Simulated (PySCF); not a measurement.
Ligand exchange on a metal centre used in film growth or etching (Zr F-NH2). All species are isolated molecules in the gas phase. One relaxed conformer stands for each flexible species; it need not be the lowest.

Level of theory: B3LYP-D3(BJ)/def2-TZVP // BP86-D3(BJ)/def2-SVP in PySCF. All candidates: neutral, multiplicity 1. B3LYP has the VWN-RPA correlation part, as in Gaussian. 

```json
{
  "HOMO": "-6.47 eV",
  "HOMO–LUMO gap": "6.14 eV",
  "LUMO": "-0.33 eV"
}
```

Q: Which member has these values?
A) [Zr(F)2(NH2)2]
B) [Zr(NH2)4]
C) [Zr(F)(NH2)3]
D) [Zr(F)3(NH2)]

A: B, [Zr(NH2)4]. The others give [Zr(F)3(NH2)]: -7.95 eV, 6.46 eV, -1.49 eV; [Zr(F)2(NH2)2]: -6.96 eV, 5.87 eV, -1.09 eV; [Zr(F)(NH2)3]: -6.82 eV, 6.35 eV, -0.47 eV
